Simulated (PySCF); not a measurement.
Level of theory: PBE-D3(BJ)/def2-TZVP // B3LYP-D3(BJ)/def2-TZVP in PySCF 2.14.0. All species are isolated molecules in the gas phase. Excitations are Tamm–Dancoff values on a coarser integration grid. The basis has no diffuse functions, so Rydberg states are missing or too high.

Reference species (SMILES): `[Cl][Ga]([Cl])[Cl]` (neutral, multiplicity 1).

S1–T1 gap (TDA): 0.32 eV
HOMO: -8.01 eV
T1 excitation (TDA): 4.82 eV
S1 oscillator strength: 0.000

After one change: the S1–T1 gap (TDA) decreases by 0.13 eV; the HOMO rises by 1.46 eV; the T1 excitation (TDA) decreases by 0.11 eV; the S1 oscillator strength hardly moves.

Q: What was changed between the two runs? The new species is one of these.
A) `[CH3][Ga]([CH3])[Cl]`
B) `[CH3][Ga]([CH3])[CH3]`
C) `[CH3][Ga]([Cl])[Cl]`

A: A, `[CH3][Ga]([CH3])[Cl]`
